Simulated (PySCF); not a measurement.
## Calculated data, F$_{2}$H$_{2}$NSi, FH$_{3}$NOSi

Computed with PySCF 2.14.0. Calculation on a computer-drawn molecule: the log of a Hartree-Fock and frozen-core CCSD(T) single point meant for a local Hartree-Fock minimum, with one planted fault or none, to be diagnosed. Offsets are logged minus clean, where the clean run is the same molecule without the fault. The reference is restricted for singlets and unrestricted otherwise, and also for a bond in bohr or an excited solution. Adding or removing an electron swaps singlet and doublet. The excited solution moves the top pair (singlet) or top alpha electron (doublet) to the lowest empty orbital. Highest occupied and lowest empty are orbital energies over both spins, largest force is the largest gradient component, triples share is (T) over the correlation energy, the T1 limit is 0.02 restricted and 0.045 unrestricted, electrons count all cores, a negative frequency is imaginary (commonest isotopes), and the dipole is about the centre of nuclear charge.

Common to all runs: meant charge -1; meant multiplicity 1; meant basis aug-cc-pV(D+d)Z; logged electrons 42; logged SCF converged yes; logged CC converged yes; logged SCF stable within its kind yes; possible faults no fault, one electron removed, one electron added, multiplicity raised by two, geometry at a saddle point, SCF held on an excited solution, minimal basis STO-3G, one bond length entered in bohr, all coordinates scaled.

```yaml
- entry: 1
  formula: F2H2NSi
  logged_structure:
    atoms_angstrom:
      - ["N", 1.1868, -0.4264, 0.0026]
      - [Si, 1.4551, -2.1764, 0.2992]
      - [F, 2.6018, -2.3952, -0.906]
      - [F, 3.6146, -2.0314, 2.6506]
      - [H, 0.4457, -0.0277, 0.5482]
      - [H, 2.0009, 0.1593, 0.0896]
  given:
    logged_basis_functions: 119
    logged_spin_squared: 0.0
    "logged_highest_occupied [eV]": -5.544
    "logged_lowest_empty [eV]": 3.6167
    "logged_largest_force [hartree/bohr]": 0.021902
    logged_T1_diagnostic: 0.020359
    logged_D1_diagnostic: 0.064748
    logged_triples_share: 0.029062
    "logged_dipole_magnitude [debye]": 9.3096
    "logged_energy_HF [hartree]": -543.5215
    "logged_energy_CCSD(T) [hartree]": -544.27732
    drawn_bonds_atom: [1, 2, 2, 1, 1]
    drawn_bonds_other_atom: [2, 3, 4, 5, 6]
    drawn_bonds_order: [1, 1, 1, 1, 1]
  results:
    planted_fault: "one bond length entered in bohr, row 3 of the drawn bonds"
    "HF_energy_offset_from_clean_run [kcal/mol]": 57.97
    "CCSD(T)_energy_offset_from_clean_run [kcal/mol]": 51.95
- entry: 2
  formula: FH3NOSi
  logged_structure:
    atoms_angstrom:
      - ["N", -0.8853, 0.3728, 0.3301]
      - [Si, -2.2035, 1.4567, 0.6156]
      - [O, -3.4402, 0.8376, -0.308]
      - [F, -2.684, 0.7158, 1.978]
      - [H, -0.3595, 0.6054, -0.4392]
      - [H, -1.1096, -0.5631, 0.2689]
      - [H, -3.7286, 0.043, 0.0135]
  given:
    logged_basis_functions: 128
    logged_spin_squared: 0.0
    "logged_highest_occupied [eV]": -2.0308
    "logged_lowest_empty [eV]": 4.0298
    "logged_largest_force [hartree/bohr]": 0.048152
    logged_T1_diagnostic: 0.016412
    logged_D1_diagnostic: 0.047638
    logged_triples_share: 0.028678
    "logged_dipole_magnitude [debye]": 4.5967
    "logged_energy_HF [hartree]": -519.57634
    "logged_energy_CCSD(T) [hartree]": -520.31824
    drawn_bonds_atom: [1, 2, 2, 1, 1, 3]
    drawn_bonds_other_atom: [2, 3, 4, 5, 6, 7]
    drawn_bonds_order: [1, 1, 1, 1, 1, 1]
  results:
    planted_fault: "all coordinates scaled, by -4.3 %"
    "HF_energy_offset_from_clean_run [kcal/mol]": 8.38
    "CCSD(T)_energy_offset_from_clean_run [kcal/mol]": 14.8
- entry: 3
  formula: FH3NOSi
  logged_structure:
    atoms_angstrom:
      - ["N", -0.9251, 0.3895, 0.3449]
      - [Si, -2.3025, 1.5222, 0.6433]
      - [O, -3.5948, 0.8752, -0.3218]
      - [F, -2.8046, 0.748, 2.0668]
      - [H, -0.3757, 0.6326, -0.4589]
      - [H, -1.1594, -0.5884, 0.281]
      - [H, -3.8962, 0.045, 0.0141]
  given:
    logged_basis_functions: 128
    logged_spin_squared: 2.0032
    "logged_highest_occupied [eV]": 0.82904
    "logged_lowest_empty [eV]": 2.8861
    "logged_largest_force [hartree/bohr]": 0.12086
    logged_T1_diagnostic: 0.035212
    logged_D1_diagnostic: 0.21895
    logged_triples_share: 0.030361
    "logged_dipole_magnitude [debye]": 10.891
    "logged_energy_HF [hartree]": -519.51056
    "logged_energy_CCSD(T) [hartree]": -520.23417
    drawn_bonds_atom: [1, 2, 2, 1, 1, 3]
    drawn_bonds_other_atom: [2, 3, 4, 5, 6, 7]
    drawn_bonds_order: [1, 1, 1, 1, 1, 1]
  results:
    planted_fault: "multiplicity raised by two"
    "HF_energy_offset_from_clean_run [kcal/mol]": 49.66
    "CCSD(T)_energy_offset_from_clean_run [kcal/mol]": 67.55
  notes: ["highest electron not bound in this basis"]
```
